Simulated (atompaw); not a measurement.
What the settings do to the PAW (atompaw) potential of chlorine

Base potential:

```
Element                 : chlorine
Generator               : atompaw 4.2.0.5
Type                    : PAW
Functional              : PBE
Relativity              : non-relativistic
Frozen core             : [Ne]
Valence charge          : 7
Reference configuration : 3s1.5 3p5.5
Partial waves           : 3s (bound): rc 1.60 bohr; 3s channel at -0.6 Ry: rc 1.20 bohr; 3p (bound): rc 1.60 bohr; 3p channel at 1.05 Ry: rc 1.60 bohr; 3d channel at 0.5 Ry: rc 1.60 bohr; 3d channel at 3.15 Ry: rc 1.60 bohr
Local potential         : vpsmatchnc scheme with l = 3 at 1 Ry, radius 1.50 bohr
Core correction         : smooth core density matched at 0.85 bohr
Augmentation charge     : besselshape compensation charge, radius 1.55 bohr; PAW radius 1.60 bohr; waves and projectors: custom polynom2 7 10 vanderbiltortho
```

All-electron outer shells of the reference configuration (PBE, non-relativistic, ld1.x):

```tsv
shell	level (eV)	outermost node (bohr)	outermost maximum (bohr)
2p	-192.24	–	0.30
3s	-20.85	0.56	1.29
3p	-8.88	0.53	1.43
```

Cutoffs, loose and tight: the cutoffs (Ry, on a coarse ladder) from which the occupation-weighted sum of valence levels, in a spherical-Bessel basis at the reference potential, stays within 10 and 1 mRy of its value at 400 Ry. They see the waves, projectors and local potential, not the compensation charge or the core. A dash means not determined.

A true bound ghost makes a file unfit for plane-wave use even where its test errors are small: the radial tests pick states by their node count and pass the ghost by.

| change | outcome | cutoff, loose | cutoff, tight | bound ghosts |
| --- | --- | --- | --- | --- |
| base | generated | 18 Ry | 21 Ry | none |
| all radii scaled by about 0.85 (s 1.36, p 1.36, d 1.36 bohr); local potential vpsmatchnc scheme with l = 3 at 1 Ry, radius 1.28 bohr; augmentation besselshape compensation charge, radius 1.32 bohr; PAW radius 1.36 bohr; waves and projectors: custom polynom2 7 10 vanderbiltortho; core correction smooth core density matched at 0.72 bohr | generated | 18 Ry | 25 Ry | none |
| all radii scaled by about 0.90 (s 1.44, p 1.44, d 1.44 bohr); local potential vpsmatchnc scheme with l = 3 at 1 Ry, radius 1.34 bohr; augmentation besselshape compensation charge, radius 1.38 bohr; PAW radius 1.44 bohr; waves and projectors: custom polynom2 7 10 vanderbiltortho; core correction smooth core density matched at 0.76 bohr | generated | 18 Ry | 25 Ry | none |
| all radii scaled by about 1.06 (s 1.70, p 1.70, d 1.70 bohr); local potential vpsmatchnc scheme with l = 3 at 1 Ry, radius 1.60 bohr; augmentation besselshape compensation charge, radius 1.64 bohr; PAW radius 1.70 bohr; waves and projectors: custom polynom2 7 10 vanderbiltortho; core correction smooth core density matched at 0.90 bohr | generated | 18 Ry | 21 Ry | none |
| all radii scaled by about 1.14 (s 1.82, p 1.82, d 1.82 bohr); local potential vpsmatchnc scheme with l = 3 at 1 Ry, radius 1.70 bohr; augmentation besselshape compensation charge, radius 1.76 bohr; PAW radius 1.82 bohr; waves and projectors: custom polynom2 7 10 vanderbiltortho; core correction smooth core density matched at 0.96 bohr | generated | 18 Ry | 21 Ry | none |
| all radii scaled by about 1.19 (s 1.90, p 1.90, d 1.90 bohr); local potential vpsmatchnc scheme with l = 3 at 1 Ry, radius 1.78 bohr; augmentation besselshape compensation charge, radius 1.84 bohr; PAW radius 1.90 bohr; waves and projectors: custom polynom2 7 10 vanderbiltortho; core correction smooth core density matched at 1.02 bohr | generated | 15 Ry | 21 Ry | none |
| all radii scaled by about 1.26 (s 2.02, p 2.02, d 2.02 bohr); local potential vpsmatchnc scheme with l = 3 at 1 Ry, radius 1.90 bohr; augmentation besselshape compensation charge, radius 1.96 bohr; PAW radius 2.02 bohr; waves and projectors: custom polynom2 7 10 vanderbiltortho; core correction smooth core density matched at 1.08 bohr | generated | 15 Ry | 21 Ry | none |

Question: What comes out with this change to the base: all radii scaled by about 0.74 (s 1.18, p 1.18, d 1.18 bohr); local potential vpsmatchnc scheme with l = 3 at 1 Ry, radius 1.12 bohr; augmentation besselshape compensation charge, radius 1.14 bohr; PAW radius 1.18 bohr; waves and projectors: custom polynom2 7 10 vanderbiltortho; core correction smooth core density matched at 0.64 bohr?

Answer: outcome: generated; cutoff, loose: 18 Ry; cutoff, tight: 140 Ry; bound ghosts: s.

Reading the sweep of the scale of all radii (base = 1) (base included, trends over the rows without a ghost): The loose cutoff stays near 18 Ry. Bound ghosts are found at 0.74.
